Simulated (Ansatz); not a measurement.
`N[SiH2][SiH2]N` + `[SiH3]C[SeH]` → `N[SiH2][SiH2][SeH]` + `NC[SiH3]`  (redistribution)

Gas-phase electronic energies from Ansatz, PBE0-D4/def2-TZVP geometries. CCSD(T)/CBS is the MP2 limit (def2-TZVPP, def2-QZVPP) plus CCSD(T) − MP2 in def2-TZVPP, frozen cores. Functionals use def2-TZVPP. B3LYP here is the variant with VWN-RPA as its local correlation; programs differ in this. For Se outer-core shells are correlated without core-valence functions, which leaves a few kJ/mol of doubt a bond. Scalar relativity is left out up to krypton. Each species was taken in one conformer, which may not be the lowest.

`N[SiH2][SiH2]N`:

Cartesian coordinates in Å:
```
N 0.808 0.276 -1.649
Si 0.318 -1.122 -0.757
Si -0.673 -0.253 1.190
N -0.363 1.446 1.108
H 0.160 1.048 -1.704
H 1.318 0.174 -2.513
H -0.624 -2.048 -1.462
H 1.537 -1.926 -0.466
H -0.152 -0.953 2.406
H -2.150 -0.446 1.212
H 0.560 1.740 0.827
H -0.739 2.065 1.809
```

`[SiH3]C[SeH]`:

Cartesian coordinates in Å:
```
Si -0.084 -0.143 -1.076
C 0.476 0.547 0.574
Se 0.058 -0.684 2.037
H 0.629 -1.413 -1.359
H 0.191 0.832 -2.169
H -1.548 -0.399 -1.026
H 1.564 0.640 0.591
H 0.052 1.528 0.789
H -1.339 -0.907 1.638
```

`N[SiH2][SiH2][SeH]`:

Cartesian coordinates in Å:
```
N 0.183 -1.557 -0.963
Si -0.828 -0.790 0.195
Si -0.285 1.480 0.067
Se 2.009 1.623 0.117
H 0.084 -2.536 -1.175
H 1.144 -1.257 -1.034
H -0.641 -1.213 1.620
H -2.250 -1.065 -0.147
H -0.887 2.299 1.154
H -0.636 2.086 -1.243
H 2.106 0.930 1.410
```

`NC[SiH3]`:

Z-matrix (Å, degrees):
```
C
Si 1 1.883
N 1 1.458 2 110.1
H 1 1.102 2 109.4 3 -127.3
H 1 1.095 2 107.0 3 118.1
H 2 1.489 1 110.0 3 174.3
H 2 1.490 1 109.4 3 55.2
H 2 1.485 1 111.0 3 -64.6
H 3 1.012 1 111.3 2 178.1
H 3 1.012 1 110.9 2 -62.8
```

```json
{"level": "PBE-D4", "ΔE (kcal/mol)": "2.2", "difference from CCSD(T)/CBS": "-2.3"}
{"level": "r2SCAN-D4", "ΔE (kcal/mol)": "3.6", "difference from CCSD(T)/CBS": "-0.9"}
{"level": "PBE0-D4", "ΔE (kcal/mol)": "2.3", "difference from CCSD(T)/CBS": "-2.2"}
{"level": "B3LYP-D4", "ΔE (kcal/mol)": "4.0", "difference from CCSD(T)/CBS": "-0.5"}
{"level": "ωB97X-V", "ΔE (kcal/mol)": "3.9", "difference from CCSD(T)/CBS": "-0.6"}
{"level": "ωB97M-V", "ΔE (kcal/mol)": "4.4", "difference from CCSD(T)/CBS": "-0.1"}
{"level": "B2PLYP", "ΔE (kcal/mol)": "4.9", "difference from CCSD(T)/CBS": "0.4"}
{"level": "PBE", "ΔE (kcal/mol)": "2.2", "difference from CCSD(T)/CBS": "-2.3"}
{"level": "r2SCAN", "ΔE (kcal/mol)": "3.6", "difference from CCSD(T)/CBS": "-0.9"}
{"level": "PBE0", "ΔE (kcal/mol)": "2.3", "difference from CCSD(T)/CBS": "-2.2"}
{"level": "B3LYP", "ΔE (kcal/mol)": "4.0", "difference from CCSD(T)/CBS": "-0.5"}
{"level": "HF/def2-TZVPP", "ΔE (kcal/mol)": "4.2", "difference from CCSD(T)/CBS": "-0.3"}
{"level": "MP2/def2-TZVPP", "ΔE (kcal/mol)": "6.0", "difference from CCSD(T)/CBS": "1.5"}
{"level": "SCS-MP2/def2-TZVPP", "ΔE (kcal/mol)": "6.1", "difference from CCSD(T)/CBS": "1.6"}
{"level": "CCSD/def2-TZVPP", "ΔE (kcal/mol)": "5.2", "difference from CCSD(T)/CBS": "0.7"}
{"level": "CCSD(T)/def2-TZVPP", "ΔE (kcal/mol)": "5.3", "difference from CCSD(T)/CBS": "0.8"}
{"level": "HF/def2-QZVPP", "ΔE (kcal/mol)": "4.4", "difference from CCSD(T)/CBS": "-0.1"}
{"level": "MP2/def2-QZVPP", "ΔE (kcal/mol)": "5.7", "difference from CCSD(T)/CBS": "1.2"}
{"level": "SCS-MP2/def2-QZVPP", "ΔE (kcal/mol)": "5.8", "difference from CCSD(T)/CBS": "1.3"}
{"level": "HF/CBS(def2)", "ΔE (kcal/mol)": "4.4", "difference from CCSD(T)/CBS": "-0.1"}
{"level": "MP2/CBS(def2)", "ΔE (kcal/mol)": "5.3", "difference from CCSD(T)/CBS": "0.8"}
{"level": "CCSD/CBS(def2)", "ΔE (kcal/mol)": "4.5", "difference from CCSD(T)/CBS": "0.0"}
{"level": "CCSD(T)/CBS", "ΔE (kcal/mol)": "4.5", "difference from CCSD(T)/CBS": "0"}
```

Largest T1 diagnostic among the species: 0.011.

In def2-TZVPP, CCSD(T) changes the Hartree–Fock value by +1.0 kcal/mol (the triples alone add +0.1 kcal/mol) and MP2 by +1.8 kcal/mol.
